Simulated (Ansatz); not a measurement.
Basis sets compared for In₅. The state is a doublet with charge 0. Geometry PBE0-D4/def2-SVP. Ansatz on 4 threads of Arm Neoverse V2 on a shared host; times are rough, and most runs start from earlier orbitals.

```xyz
5

In    1.327   -1.290   -1.224
In    1.673    1.503    1.134
In   -1.077   -2.134    0.256
In   -1.882    0.603    1.011
In   -0.041    1.317   -1.176
```

In the def2 sets In takes a core potential; there is no spin–orbit coupling. The structure comes from a short search, and lower isomers may exist.

Binding counts from free atoms (In doublet) in the same basis, without a counterpoise term.

| level | functions | energy (Eh) | HOMO (eV) | LUMO (eV) | binding per atom (eV) | wall time |
| --- | --- | --- | --- | --- | --- | --- |
| PBE-D4/def2-SVP | 130 | -950.8188 | -4.06 | -3.68 | 1.41 | 3.5 s |
| PBE-D4/def2-TZVP | 250 | -950.8481 | -4.05 | -3.65 | 1.42 | 8.5 s |
| r2SCAN-D4/def2-TZVP (with forces) | 250 | -951.1576 | -4.23 | -3.54 | 1.36 | 27 s |
| PBE0-D4/def2-SVP | 130 | -950.7879 | -4.59 | -3.09 | 1.31 | 6.5 s |
| PBE0-D4/def2-TZVP | 250 | -950.8134 | -4.56 | -3.04 | 1.33 | 32 s |

Question: Estimate the rows for PBE-D4/def2-TZVPD, r2SCAN-D4/def2-TZVPD, PBE0-D4/def2-TZVPD.

Answer: 
```csv
level,functions,energy (Eh),HOMO (eV),LUMO (eV),binding per atom (eV),wall time
PBE-D4/def2-TZVPD,280,-950.8487,-4.06,-3.66,1.42,12 s
r2SCAN-D4/def2-TZVPD,280,-951.1582,-4.24,-3.55,1.36,31 s
PBE0-D4/def2-TZVPD,280,-950.8139,-4.57,-3.05,1.33,18 s
```
